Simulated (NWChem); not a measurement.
Everything below was run with NWChem. System: HIOSi, charge 0, spin multiplicity 1, at a geometry optimised with PBE0/def2-SVP with def2 effective core potentials on I. The structure started from a generated list of species. Level: MP2/def2-SVP with def2 effective core potentials on I, 10 core orbitals frozen.

The NWChem input:

```
start mol
memory heap 200 mb stack 900 mb global 1100 mb
geometry units angstroms nocenter noautoz
  Si    -1.134760    -1.274546     0.000000
  I      0.296630     0.767964     0.000000
  O      0.054668    -2.438824     0.000000
  H     -0.272090    -3.347867     0.000000
  symmetry group Cs
end
basis spherical
  * library def2-svp
end
ecp
  I library def2-ecp
end
scf
  rhf
  nopen 0
  maxiter 100
  thresh 1e-7
  semidirect memsize 60000000 filesize 0
end
mp2
  freeze core 10
end
task mp2 energy
```

Part of the output:

```
             Northwest Computational Chemistry Package (NWChem) 7.3.0
             --------------------------------------------------------

                                NWChem Input Module
                                -------------------

 Scaling coordinates for geometry "geometry" by  1.889725989
 (inverse scale =  0.529177249)

 Turning off AUTOSYM since
 SYMMETRY directive was detected!

                             Geometry "geometry" -> ""
                             -------------------------

 Output coordinates in angstroms (scale by  1.889725989 to convert to a.u.)

  No.       Tag          Charge          X              Y              Z
 ---- ---------------- ---------- -------------- -------------- --------------
    1 Si                  14.0000    -1.13476000    -1.27454600     0.00000000
    2 I                   53.0000     0.29663000     0.76796400     0.00000000
    3 O                    8.0000     0.05466800    -2.43882400     0.00000000
    4 H                    1.0000    -0.27209000    -3.34786700     0.00000000

 Effective nuclear repulsion energy (a.u.)     277.2386591936

            Nuclear Dipole moment (a.u.)
            ----------------------------
        X                 Y               Z
 ---------------- ---------------- ----------------
     0.0000075589    -0.0000207870     0.0000000000

      Symmetry information
      --------------------

 Group name             Cs
 Group number              2
 Group order               2
 No. of unique centers     4

      Symmetry unique atoms

     1    2    3    4


 Summary of "ao basis" -> "" (spherical)
 ------------------------------------------------------------------------------
       Tag                 Description            Shells   Functions and Types
 ---------------- ------------------------------  ------  ---------------------
 *                          def2-svp                  on all atoms

 Summary of "ao basis" -> "ao basis" (spherical)
 ------------------------------------------------------------------------------
       Tag                 Description            Shells   Functions and Types
 ---------------- ------------------------------  ------  ---------------------
 Si                         def2-svp                 8       18   4s3p1d
 I                          def2-svp                10       26   4s4p2d
 O                          def2-svp                 6       14   3s2p1d
 H                          def2-svp                 3        5   2s1p

                                 NWChem SCF Module
                                 -----------------

  ao basis        = "ao basis"
  functions       =    63
  atoms           =     4
  closed shells   =    24
  open shells     =     0
  charge          =   0.00
  wavefunction    = RHF
  use symmetry    = T
  symmetry adapt  = T

 Summary of "ao basis" -> "ao basis" (spherical)
 ------------------------------------------------------------------------------
       Tag                 Description            Shells   Functions and Types
 ---------------- ------------------------------  ------  ---------------------
 Si                         def2-svp                 8       18   4s3p1d
 I                          def2-svp                10       26   4s4p2d
 O                          def2-svp                 6       14   3s2p1d
 H                          def2-svp                 3        5   2s1p

      Symmetry analysis of basis
      --------------------------

        a'         45
[...]
    13      0.829581  1 Si pz                10      0.307589  1 Si pz
    34     -0.254104  2 I  pz                53     -0.250319  3 O  pz
    50     -0.187355  3 O  pz                 7     -0.183474  1 Si pz

 Vector   26  Occ=0.000000D+00  E= 1.080028D-01  Symmetry=a'
              MO Center= -9.7D-01, -1.1D+00, -3.7D-15, r^2= 5.1D+00
   Bfn.  Coefficient  Atom+Function         Bfn.  Coefficient  Atom+Function
  ----- ------------  ---------------      ----- ------------  ---------------
    12      1.098322  1 Si py                33      0.563207  2 I  py
    22     -0.534526  2 I  s                 32      0.504585  2 I  px
    47      0.328305  3 O  s                  3      0.325975  1 Si s
    11      0.310429  1 Si px                 9      0.245754  1 Si py
    51     -0.189768  3 O  px                29      0.158374  2 I  px

 Vector   27  Occ=0.000000D+00  E= 1.476171D-01  Symmetry=a'
              MO Center= -4.8D-01, -1.8D+00,  1.8D-15, r^2= 5.6D+00
   Bfn.  Coefficient  Atom+Function         Bfn.  Coefficient  Atom+Function
  ----- ------------  ---------------      ----- ------------  ---------------
    47      0.958427  3 O  s                 11     -0.830554  1 Si px
    60     -0.800400  4 H  s                  4     -0.530742  1 Si s
    33     -0.518014  2 I  py                22      0.315521  2 I  s
     8     -0.193538  1 Si px                32     -0.164227  2 I  px
     3     -0.156360  1 Si s                 51     -0.151094  3 O  px

 center of mass
 --------------
 x =   0.07141503 y =   0.21344858 z =   0.00000000

 moments of inertia (a.u.)
 ------------------
         801.804155918879        -240.771976246229           0.000000000000
        -240.771976246229         168.083443005186           0.000000000000
           0.000000000000           0.000000000000         969.887598924064

  Mulliken analysis of the total density
  --------------------------------------

    Atom       Charge   Shell Charges
 -----------   ------   -------------------------------------------------------
    1 Si  14    13.37   2.00  1.99  1.23  0.53  5.94  0.81  0.66  0.21
    2 I   25    25.33   1.83  0.22  1.20  0.72  2.93  3.13  2.59  2.69  9.82  0.21
    3 O    8     8.53   1.99  1.06  0.69  2.84  1.94  0.01
    4 H    1     0.77   0.65  0.04  0.07

       Multipole analysis of the density wrt the origin
       ------------------------------------------------

     L   x y z        total         open         nuclear
     -   - - -        -----         ----         -------
     0   0 0 0     -0.000000      0.000000     48.000000

     1   1 0 0     -0.664095      0.000000    -15.695376
     1   0 1 0     -1.124463      0.000000    -40.634784
     1   0 0 1     -0.000000      0.000000      0.000000

     2   2 0 0    -35.884982      0.000000     72.582594
     2   1 1 0      3.136552      0.000000     92.089173
     2   1 0 1     -0.000000      0.000000      0.000000
     2   0 2 0    -27.576571      0.000000    343.814488
     2   0 1 1     -0.000000      0.000000      0.000000
     2   0 0 2    -33.248329      0.000000      0.000000

                   NWChem MP2 Semi-direct Energy/Gradient Module
                   ---------------------------------------------

  Basis functions       =     63
  Molecular orbitals    =     63
  Frozen core           =     10
  Frozen virtuals       =      0
  Active alpha occupied =     14
  Active beta occupied  =     14
  Active alpha virtual  =     39
  Active beta virtual   =     39
  Use MO symmetry       = T
  Use skeleton AO sym   = T

  AO/Fock/Back tols     =   1.0D-09  1.0D-09  1.0D-09

 GA uses MA = F    GA memory limited = T

 Available:
  local mem=  1.26D+08
 global mem=  1.44D+08
 local disk=  0.00D+00
  mp2_memr nvloc                    39
  nvloc new                    39
   1 passes of  14:        3145728                      22019                   3613846.
   1 passes of  14: M    126146779           G      144171262           F     123001051.

 Semi-direct pass number   1 of   1  for RHF alpha+beta  at        0.6s
  vrange nnbf                  1943
  mp2_eaftype                    13  avail_ma_in_mb                  1099
 EAF : mp2_eaftype filesize          13    1806923.
  mp2_eaf for mointskh                     13
Node 0 wrote      8.5 Mb in      0.0 s     Agg I/O rate:  2289.4 Mb/s
 Done moints_semi at        1.4s
  mp2_eaftype                    13  avail_ma_in_mb                  1086
 EAF : mp2_eaftype filesize          13    1806923.
  mp2_eaf for kh                    13
 Done maket at        1.5s
 Done multipass loop at        1.5s

          -------------------------------------------
          SCF energy                -660.925773817064
          Correlation energy          -0.384569713620
          Singlet pairs               -0.227001235147
          Triplet pairs               -0.157568478473
          Total MP2 energy          -661.310343530684
          -------------------------------------------

          ---------------------------------------------------
                    Spin Component Scaled (SCS) MP2
          Same spin pairs                     -0.105045652316
          Same spin scaling factor             0.333333333333
          Opposite spin pairs                 -0.279524061305
          Opposite spin scaling fact.          1.200000000000
          SCS-MP2 correlation energy          -0.370444091004
          Total SCS-MP2 energy              -661.296217908068
          ---------------------------------------------------

 -----------------------
 Performance information
 -----------------------

 Timer overhead =  1.11D-07 seconds/call

               Nr. of calls         CPU time (s)                 Wall time (s)                GFlops
             ---------------    -------------------     ------------------------------   -------------------
Name         Min   Avg   Max    Min     Avg     Max     Min     Avg     Max   Mx/calls   Min     Max     Sum
mp2: moin     1     1     1   0.84    0.84    0.84     0.84    0.84    0.84    0.84      0.0     0.0     0.0
mp2: make     1     1     1   5.46E-2 5.46E-2 5.46E-2  5.46E-2 5.46E-2 5.46E-2 5.46E-2   0.0     0.0     0.0
mp2: tota     1     1     1   0.91    0.91    0.91     0.91    0.91    0.91    0.91      0.0     0.0     0.0

 The average no. of pstat calls per process was 3.00D+00
 with a timing overhead of 3.34D-07s

 Task  times  cpu:        1.5s     wall:        1.5s

 Total times  cpu:        1.5s     wall:        1.5s
```
